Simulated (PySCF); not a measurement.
Geometry:
| atom | x (Å) | y (Å) | z (Å) |
| --- | --- | --- | --- |
| C1 | 2.521 | 0.235 | -0.769 |
| C2 | 1.274 | 0.075 | -0.317 |
| C3 | 0.659 | -1.238 | -0.336 |
| C4 | -0.566 | -1.520 | 0.101 |
| F5 | -0.980 | -2.812 | 0.035 |
| C6 | -1.609 | -0.626 | 0.690 |
| C7 | -1.520 | 0.804 | 0.190 |
| Cl8 | -1.892 | 0.836 | -1.569 |
| Si9 | 0.249 | 1.504 | 0.363 |
| H10 | 3.001 | 1.198 | -0.764 |
| H11 | 3.100 | -0.588 | -1.157 |
| H12 | 1.248 | -2.052 | -0.740 |
| H13 | -2.588 | -1.060 | 0.459 |
| H14 | -1.503 | -0.616 | 1.781 |
| H15 | -2.293 | 1.408 | 0.663 |
| H16 | 0.368 | 2.725 | -0.427 |
| H17 | 0.522 | 1.738 | 1.787 |

Theoretical values (PySCF 2.14): GFN2-xTB geometry, shielding tensors at PBE0/pcSseg-1 (GIAO). One conformer, no solvent, non-relativistic.

δ = σ(ref) − σ, references computed at the same level: 13C (σref 186.93), 1H (σref 31.72), 29Si (σref 349.16) against TMS; 19F (σref 170.95) vs CFCl3; HCl for 35Cl (σref 949.78).

| atoms | nucleus | count | Hirshfeld charge | δ (ppm) |
| --- | --- | --- | --- | --- |
| H10 | 1H | 1 | 0.05 | ? |
| H15 | 1H | 1 | 0.05 | ? |
| C6 | 13C | 1 | -0.08 | 39.2 |
| Si9 | 29Si | 1 | 0.33 | -50.6 |
| H11 | 1H | 1 | 0.05 | 6.16 |
| Cl8 | 35Cl | 1 | -0.06 | ? |
| H12 | 1H | 1 | 0.05 | 6.44 |
| F5 | 19F | 1 | -0.09 | -86.8 |
| C7 | 13C | 1 | -0.08 | 43.8 |
| H17 | 1H | 1 | -0.08 | ? |
| H14 | 1H | 1 | 0.06 | 3.09 |
| C3 | 13C | 1 | -0.09 | 120.5 |
| H16 | 1H | 1 | -0.07 | 4.36 |
| C4 | 13C | 1 | 0.09 | 171.7 |
| C2 | 13C | 1 | -0.09 | 139.0 |
| H13 | 1H | 1 | 0.05 | 2.98 |
| C1 | 13C | 1 | -0.09 | ? |

Q: Fill in the missing shifts.

A: 
- C1: 136.6 ppm, terminal =CH2 carbon; an sp2 carbon of a C=C bond
- H10: 5.70 ppm, hydrogen on a terminal =CH2 carbon; attached to an sp2 carbon and in the plane of the double bond
- H17: 4.66 ppm, hydrogen on a silicon bonded to 2 C, in a 6-membered ring
- H15: 3.78 ppm, hydrogen on an sp3 CH bonded to Cl and Si; its carbon carries Cl, hence the downfield position
- Cl8: 134 ppm, chlorine bonded to C

Carbons that carry Cl, above all several Cl atoms, come out too deshielded, partly because spin–orbit coupling is missing. Shifts are as computed. Against solution values, carbons near 30 ppm lie about +3 ppm off and those near 130 ppm about +5 ppm; carbons on Cl a further +6 ppm. Of 1309 compounds with measured shifts, 239 miss one by over three times the rms of a fit or turn the order of signals round; such compounds aren't used in these exercises. Unscaled 19F shifts against computed CFCl3 carry errors that often reach 10 to 50 ppm.
